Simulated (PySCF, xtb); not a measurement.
C2H7BFNO, SMILES FB(NCC)O.

xtb 6.7.1 with GFN2-xTB at its own geometry gives an orbital gap of 6.99 eV and a dipole moment of 1.21 D.

Geometry: PBE-D3(BJ)/def2-SVP. The structure was generated by enumeration, and PubChem lists no compound with its InChIKey, so it may never have been made. The values are those of a single conformer.

Q: What does PBE/def2-TZVP (PySCF) give? (Estimate from the structure and the level; the computed values follow.)

A: gap 5.84 eV (levels -5.84 and 0.00 eV), dipole 0.73 D.
